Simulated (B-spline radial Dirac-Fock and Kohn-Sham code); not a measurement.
## Kohn-Sham estimates against Dirac-Fock for the levels of Ta⁶⁴⁺

System: Ta⁶⁴⁺ in the configuration 1s2 2s2 2p5.

The density-functional columns are spherical, spin-unpolarised Dirac-Kohn-Sham results without Breit or QED terms: −ε is minus the orbital energy of the initial state and ΔSCF the difference of two total energies. The reference in the last column comes from ΔSCF Dirac-Fock with Breit, self-energy and vacuum polarisation, finite nucleus, configuration average. All numbers are from a radial atomic solver, in eV; a selection of levels is shown. The Kohn-Sham columns are given as differences from the reference. For the 1s level of heavy atoms much of the gap between ΔSCF and the reference is the Breit and QED part, -319.3 eV here; for other levels the error of the functional can be larger.

| level | LDA −ε − DF | LDA ΔSCF − DF | Dirac-Fock |
| --- | --- | --- | --- |
| K | -285.8 | +323.6 | 73495.0 |
| L1 | -159.2 | -7.6 | 17212.3 |
| L2,3 | -138.1 | +33.4 | 15916.1 |

Values without a named source are computed, but for edge energies of neutral atoms, which are taken from tables.
